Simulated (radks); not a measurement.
Question: Valence configurations of O2+ (all share [He]). All-electron calculation, Dirac Kohn-Sham, BLYP, spin-unpolarised, spherical densities, finite nucleus; open shells are shared between the two j in proportion to 2j + 1; Fermi nuclear charge, rms radius 2.6991 fm. Program: a radial shooting solver on a logarithmic mesh with Libxc functionals. Order these by energy: 2s1 2p3; 2s1.5 2p2.5; 2p4; 2s2 2p2; 2s0.5 2p3.5.

Answer: From the lowest, in eV above it: 2s2 2p2 0.000; 2s1.5 2p2.5 7.481; 2s1 2p3 14.980; 2s0.5 2p3.5 22.498; 2p4 30.035. NIST lists [He] 2s2 2p2 as the ground configuration; this level of theory agrees among the configurations tried. The energies are those of spherical spin-averaged densities, not of single terms.
